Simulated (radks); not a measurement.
The numbers below are computed, except where a source is named.
Species: Rh. Configuration: [Kr] 4d8 5s1 (the NIST ground configuration). Level of theory: Dirac Kohn-Sham, BLYP, spin-unpolarised, spherical densities, finite nucleus; open shells fill j = l - 1/2 first; Fermi nuclear charge, rms radius 4.4945 fm (a radial shooting solver on a logarithmic mesh with Libxc functionals).

X-ray form factor f0, the Fourier transform of the density (f0(0) = 45):

sin(theta)/lambda (1/angstrom),f0 (electrons)
0.05,44.093
0.1,41.817
0.15,38.956
0.2,36.015
0.25,33.221
0.3,30.670
0.4,26.413
0.5,23.218
0.6,20.824
0.8,17.312
1,14.428
1.25,11.298
1.5,8.904
2,6.281
